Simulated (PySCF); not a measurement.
Point groups of optimised structures. Level of theory: PBE0/pcSseg-1 in PySCF (dipole) on a GFN2-xTB geometry, gas phase. The symmetry is that of the one conformer found, every atom within 0.08 Å of its image; none is proved a minimum here.

Question: `[F:1][CH:2]([F:3])[O:4][C:5]1=[CH:6][CH2:7][O:8][CH2:9]1` with F1–C2–O4–C5 170°, C2–O4–C5–C6 8°: symmetry, top, dipole?

Answer: C1; near-prolate asymmetric top; symmetry number 1; this conformer is chiral (no improper operation); dipole 1.82 D.

Question: Point group, rotor type and polarity of `[F:1][CH2:2][Cl:3]`?

Answer: Cs; near-prolate asymmetric top; symmetry number 1; 2 operations, which sort the 5 atoms into 4 sets; dipole 1.99 D, in the ab plane, which is the mirror; A, B, C = 42247, 5712, 5205 MHz; heavy atoms equivalent by symmetry: none.

Question: `[CH3:1][O:2][c:3]1[cH:4][cH:5][cH:6][o:7]1` with C1–O2–C3–C4 180°, H–C1–O2–C3 -60° (nearest H): symmetry, top, dipole?

Answer: Cs; asymmetric top; symmetry number 1; 2 operations, which sort the 13 atoms into 12 sets; dipole 1.16 D, in the ab plane, which is the mirror; A, B, C = 7594, 2190, 1718 MHz; heavy atoms equivalent by symmetry: none.
